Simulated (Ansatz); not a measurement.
A structure relaxed at PBE0-D4/def2-SVP in Ansatz, charge 0, singlet:

```xyz
9

Sr    0.783   -1.348   -2.419
Sr   -0.607   -1.742    1.197
Sr    2.353    0.770    0.376
Sr   -2.462    1.499    3.260
Sr   -1.345    1.514   -0.858
S    -1.770   -1.218   -1.295
S     1.201    1.416   -2.078
S     1.968   -1.973    0.058
S    -0.121    1.082    1.760
```

Task: Give its formula and point group.

Result: the cluster Sr₅S₄. Point group Cs (tolerance 0.1 Å).

Task: Summarise the bond lengths by kind (pairs closer than 1.2 times the sum of covalent radii, bridged metal pairs left out).

Result: 13 × S–Sr 2.79 to 2.92 Å.

In the def2 sets Sr takes a core potential; there is no spin–orbit coupling. The restricted singlet is unstable towards broken spin symmetry in Hartree–Fock (as tested in another run); at PBE0-D4/def2-SVP this wasn't settled. The structure comes from a short search, and lower isomers may exist.
